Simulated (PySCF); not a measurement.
C₂H₃BClNO₂. Atoms are numbered in the order given.

```xyz
10

B      0.1414     0.5145     0.0000
Cl     1.9120     0.5947     0.0000
N     -0.5196    -0.7551     0.0000
C     -0.4597    -1.9621     0.0000
O     -0.4917    -3.1302     0.0000
O     -0.5317     1.6733     0.0000
C     -1.9468     1.7674     0.0000
H     -2.2629     2.3261     0.8935
H     -2.2629     2.3261    -0.8935
H     -2.4220     0.7743     0.0000
```
Charge 0, spin multiplicity 1.

Coordinates come from a r2SCAN-D4/def2-SVP optimisation. The structure was generated by enumeration, and PubChem lists no compound with its InChIKey, so it may never have been made. Other conformers were not sampled.

The numbers are results of PBE/def2-TZVP run with PySCF, not measurements.

Symmetry labels are those of the subgroup Cs that the program uses (full group Cs).

Question: List the valence orbital energies around the gap with their symmetry. (An estimate is asked for; the answer gives what the named calculation found.)

Answer: 
```csv
orbital,symmetry,energy (eV)
HOMO−7,A',-11.33
HOMO−6,A',-10.35
HOMO−5,A",-9.19
HOMO−4,A',-8.40
HOMO−3,A',-8.18
HOMO−2,A",-7.76
HOMO−1,A",-7.59
HOMO,A',-7.41
LUMO,A",-1.70
LUMO+1,A',-0.69
LUMO+2,A',-0.04
LUMO+3,A',0.80
```
